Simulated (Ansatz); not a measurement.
Molecule: CsF, charge -1, multiplicity 2. 
Geometry from a B3LYP-D3(BJ)/def2-TZVP (Ansatz, a quantum-chemistry and plane-wave program) optimisation:
```
Cs
F 1 2.4946
```
Charge -1, spin multiplicity 2.

Parts of the frozen-core correlation energy in def2-SVP (Ansatz, hartree). Frozen orbitals: 5; correlated occupied orbitals by spin: 5 and 4; virtual: 28 and 29. UHF or UKS for open shells. Spin-orbit coupling is left out. In def2 rows, elements after Kr have scalar-relativistic effective core potentials.

```
term                            value
-------------------------  ----------
reference (HF)             -119.24522
MP2 opposite-spin            -0.14566
MP2 same-spin              (withheld)
CCSD correlation           (withheld)
(T)                        (withheld)
CCSDT minus CCSD(T)          -0.00013
CCSDT(Q) minus CCSD(T)       -0.00068
T1 diagnostic                   0.020
largest doubles amplitude       0.044
<S^2> of the reference          0.750
```

Q: What belongs in the gaps?

A: 
- MP2 same-spin, value: -0.05670
- CCSD correlation, value: -0.20290
- (T), value: -0.00214
